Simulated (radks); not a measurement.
Cl7+, configuration [Ne] (the NIST ground configuration). Calculated with a radial shooting solver on a logarithmic mesh with Libxc functionals: Dirac Kohn-Sham, LDA (Slater exchange, Perdew-Wang correlation), spin-unpolarised, spherical densities, finite nucleus; Fermi nuclear charge, rms radius 3.3654 fm.

Spin-orbit splittings of the eigenvalues, e(l+1/2) - e(l-1/2), with zeta = 2 splitting/(2l+1) and mean radii in bohr:

| shell | occ. | splitting (eV) | zeta (eV) | <r> j=l-1/2 | <r> j=l+1/2 |
|---|---|---|---|---|---|
| 2p | 6 | 1.748 | 1.165 | 0.3985 | 0.4007 |
| 3p | 0 | ? | ? | 1.255 | 1.259 |

Estimate the 3p splitting.

Answer. 0.3018 eV (zeta = 0.2012 eV).
